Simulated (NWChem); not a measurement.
Everything below was run with NWChem. System: H3O3Si, charge 0, spin multiplicity 2, at a geometry optimised with UPBE0/def2-SVP. The structure started from a generated list of species. Its SCF solution wasn't tested for a lower state. Level: UHF/def2-TZVP.

Input file:

```
start mol
memory heap 200 mb stack 900 mb global 1100 mb
geometry units angstroms nocenter noautoz noautosym
  O     -0.871856    -0.895843    -0.881405
  Si    -0.164119    -0.036464     0.351932
  O     -0.202411     1.563139    -0.119914
  O      1.365365    -0.659324     0.500904
  H     -1.643361    -0.487295    -1.286802
  H      0.002036     2.206818     0.565804
  H      1.610217    -1.272800    -0.202736
end
basis spherical
  * library def2-tzvp
end
scf
  uhf
  nopen 1
  maxiter 100
  thresh 1e-7
  semidirect memsize 60000000 filesize 0
  # guess.movecs holds the orbitals of an unrestricted PBE0 run
  vectors input guess.movecs output mol.movecs
end
task scf energy
```

Output (cleaned and shortened):

```
             Northwest Computational Chemistry Package (NWChem) 7.3.0
             --------------------------------------------------------

                                NWChem Input Module
                                -------------------

 Scaling coordinates for geometry "geometry" by  1.889725989
 (inverse scale =  0.529177249)

                             Geometry "geometry" -> ""
                             -------------------------

 Output coordinates in angstroms (scale by  1.889725989 to convert to a.u.)

  No.       Tag          Charge          X              Y              Z
 ---- ---------------- ---------- -------------- -------------- --------------
    1 O                    8.0000    -0.87185600    -0.89584300    -0.88140500
    2 Si                  14.0000    -0.16411900    -0.03646400     0.35193200
    3 O                    8.0000    -0.20241100     1.56313900    -0.11991400
    4 O                    8.0000     1.36536500    -0.65932400     0.50090400
    5 H                    1.0000    -1.64336100    -0.48729500    -1.28680200
    6 H                    1.0000     0.00203600     2.20681800     0.56580400
    7 H                    1.0000     1.61021700    -1.27280000    -0.20273600

 Effective nuclear repulsion energy (a.u.)     176.2976952427

            Nuclear Dipole moment (a.u.)
            ----------------------------
        X                 Y               Z
 ---------------- ---------------- ----------------
     0.0000188973     0.0000056692    -0.0000113384


 Summary of "ao basis" -> "" (spherical)
 ------------------------------------------------------------------------------
       Tag                 Description            Shells   Functions and Types
 ---------------- ------------------------------  ------  ---------------------
 *                         def2-tzvp                  on all atoms

 Summary of "ao basis" -> "ao basis" (spherical)
 ------------------------------------------------------------------------------
       Tag                 Description            Shells   Functions and Types
 ---------------- ------------------------------  ------  ---------------------
 O                         def2-tzvp                11       31   5s3p2d1f
 Si                        def2-tzvp                13       37   5s5p2d1f
 H                         def2-tzvp                 4        6   3s1p

                                 NWChem SCF Module
                                 -----------------

  ao basis        = "ao basis"
  functions       =   148
  atoms           =     7
  alpha electrons =    21
  beta  electrons =    20
  charge          =   0.00
  wavefunction    = UHF
  use symmetry    = F
  symmetry adapt  = F

 Summary of "ao basis" -> "ao basis" (spherical)
 ------------------------------------------------------------------------------
       Tag                 Description            Shells   Functions and Types
 ---------------- ------------------------------  ------  ---------------------
 O                         def2-tzvp                11       31   5s3p2d1f
 Si                        def2-tzvp                13       37   5s5p2d1f
 H                         def2-tzvp                 4        6   3s1p

 Forming initial guess at       0.1s

 Starting SCF solution at       0.1s

 ----------------------------------------------
         Quadratically convergent UHF

 Convergence threshold     :          1.000E-07
 Maximum no. of iterations :          100
 Integral*density screening:          1.000E-09
[...]
  ----- ------------  ---------------      ----- ------------  ---------------
   106     -0.268753  4 O  py                74      0.263042  3 O  px
   109     -0.246019  4 O  py                77      0.240664  3 O  px
   107      0.206246  4 O  pz               110      0.190144  4 O  pz
   112     -0.178554  4 O  py                80      0.170209  3 O  px

 Vector   21  Occ=0.000000D+00  E= 6.399533D-02
              MO Center= -4.8D-01,  4.4D-02,  9.4D-01, r^2= 3.9D+00
   Bfn.  Coefficient  Atom+Function         Bfn.  Coefficient  Atom+Function
  ----- ------------  ---------------      ----- ------------  ---------------
    36      0.947810  2 Si s                 73     -0.517137  3 O  s
   104     -0.462187  4 O  s                 51      0.435862  2 Si pz
   145      0.412266  7 H  s                  5     -0.323059  1 O  s
   133      0.316967  5 H  s                139      0.301740  6 H  s
    82     -0.241000  3 O  pz                49     -0.217117  2 Si px

 Vector   22  Occ=0.000000D+00  E= 1.495492D-01
              MO Center= -4.4D-01,  1.1D+00,  3.9D-01, r^2= 7.4D+00
   Bfn.  Coefficient  Atom+Function         Bfn.  Coefficient  Atom+Function
  ----- ------------  ---------------      ----- ------------  ---------------
     5      1.203767  1 O  s                139      1.167341  6 H  s
    73     -0.927488  3 O  s                133     -0.599372  5 H  s
    49      0.582410  2 Si px                50      0.482369  2 Si py
    51      0.378665  2 Si pz                36     -0.363855  2 Si s
    82     -0.362276  3 O  pz                81     -0.282393  3 O  py

 Vector   23  Occ=0.000000D+00  E= 1.517750D-01
              MO Center= -9.9D-01,  3.9D-01, -4.7D-01, r^2= 7.0D+00
   Bfn.  Coefficient  Atom+Function         Bfn.  Coefficient  Atom+Function
  ----- ------------  ---------------      ----- ------------  ---------------
   133      1.232705  5 H  s                139      0.821892  6 H  s
    73     -0.795322  3 O  s                  5     -0.783328  1 O  s
    51     -0.496229  2 Si pz                36     -0.488953  2 Si s
   145      0.368038  7 H  s                 50      0.315251  2 Si py
    12      0.266264  1 O  px                14      0.265598  1 O  pz

 center of mass
 --------------
 x =   0.00079405 y =  -0.01058495 z =   0.02179388

 moments of inertia (a.u.)
 ------------------
         313.693785755787          28.758458614607         -85.012490709977
          28.758458614607         253.105470393687         -21.946031416777
         -85.012490709977         -21.946031416777         408.553063390919

  Mulliken analysis of the total density
  --------------------------------------

    Atom       Charge   Shell Charges
 -----------   ------   -------------------------------------------------------
    1 O    8     8.65   0.79  1.18  0.55  0.95  0.28  1.86  2.10  0.91  0.00  0.02  0.00
    2 Si  14    13.13   2.00  0.58  1.39  0.71  0.37  4.12  1.73  0.50  0.84  0.19  0.28  0.28  0.13
    3 O    8     8.63   0.79  1.18  0.55  0.96  0.27  1.86  2.09  0.90  0.00  0.02  0.00
    4 O    8     8.65   0.79  1.18  0.55  0.96  0.28  1.86  2.10  0.91  0.00  0.02  0.00
    5 H    1     0.65   0.24  0.33  0.03  0.05
    6 H    1     0.65   0.24  0.33  0.03  0.05
    7 H    1     0.65   0.24  0.32  0.04  0.05

  Mulliken analysis of the alpha density
  --------------------------------------

    Atom       Charge   Shell Charges
 -----------   ------   -------------------------------------------------------
    1 O    8     4.34   0.40  0.59  0.28  0.48  0.13  0.95  1.06  0.44  0.00  0.01  0.00
    2 Si  14     7.01   1.00  0.29  0.69  0.44  0.31  2.06  0.86  0.28  0.55  0.14  0.15  0.16  0.06
    3 O    8     4.34   0.40  0.59  0.28  0.48  0.13  0.95  1.06  0.44  0.00  0.01  0.00
    4 O    8     4.34   0.40  0.59  0.28  0.48  0.13  0.94  1.06  0.44  0.00  0.01  0.00
    5 H    1     0.32   0.12  0.16  0.02  0.02
    6 H    1     0.32   0.12  0.16  0.01  0.02
    7 H    1     0.33   0.12  0.16  0.02  0.02

   Mulliken analysis of the beta density
   -------------------------------------

    Atom       Charge   Shell Charges
 -----------   ------   -------------------------------------------------------
    1 O    8     4.31   0.40  0.59  0.27  0.48  0.14  0.91  1.04  0.46  0.00  0.01  0.00
    2 Si  14     6.12   1.00  0.29  0.70  0.28  0.06  2.05  0.87  0.22  0.29  0.05  0.13  0.12  0.06
    3 O    8     4.29   0.40  0.59  0.27  0.48  0.14  0.90  1.03  0.47  0.00  0.01  0.00
    4 O    8     4.31   0.40  0.59  0.27  0.48  0.14  0.92  1.04  0.46  0.00  0.01  0.00
    5 H    1     0.32   0.12  0.16  0.01  0.02
    6 H    1     0.33   0.12  0.17  0.01  0.02
    7 H    1     0.32   0.12  0.16  0.01  0.02

   Mulliken analysis of the spin density
   -------------------------------------

    Atom       Charge   Shell Charges
 -----------   ------   -------------------------------------------------------
    1 O    8     0.04   0.00 -0.00  0.00  0.00 -0.01  0.03  0.02 -0.02  0.00 -0.00 -0.00
    2 Si  14     0.89   0.00  0.00 -0.01  0.16  0.25  0.01 -0.01  0.06  0.26  0.09  0.02  0.04 -0.00
    3 O    8     0.05   0.00 -0.00  0.01  0.00 -0.01  0.05  0.03 -0.03  0.00 -0.00  0.00
    4 O    8     0.02   0.00 -0.00  0.01  0.00 -0.01  0.02  0.01 -0.02  0.00  0.00  0.00
    5 H    1    -0.00  -0.00 -0.00  0.00  0.00
    6 H    1    -0.01  -0.00 -0.00 -0.00 -0.00
    7 H    1     0.02   0.00  0.00  0.01  0.00

       Multipole analysis of the density wrt the origin
       ------------------------------------------------

     L   x y z        total         alpha         beta         nuclear
     -   - - -        -----         -----         ----         -------
     0   0 0 0      0.000000    -21.000000    -20.000000     41.000000

     1   1 0 0     -0.365930      0.294747     -0.660696      0.000019
     1   0 1 0      0.284626      0.201212      0.083408      0.000006
     1   0 0 1      0.029209     -0.926884      0.956104     -0.000011

     2   2 0 0    -20.818187    -59.978480    -57.233897     96.394190
     2   1 1 0     -0.844746      7.815506      7.927179    -16.587430
     2   1 0 1     -0.333388    -22.030163    -23.991196     45.687970
     2   0 2 0    -20.855031    -76.045033    -74.051484    129.241487
     2   0 1 1      2.773842     -5.822692     -6.149329     14.745863
     2   0 0 2    -22.047464    -35.476185    -29.739565     43.168286

 Task  times  cpu:       34.7s     wall:       34.7s

 Total times  cpu:       34.8s     wall:       34.8s
```
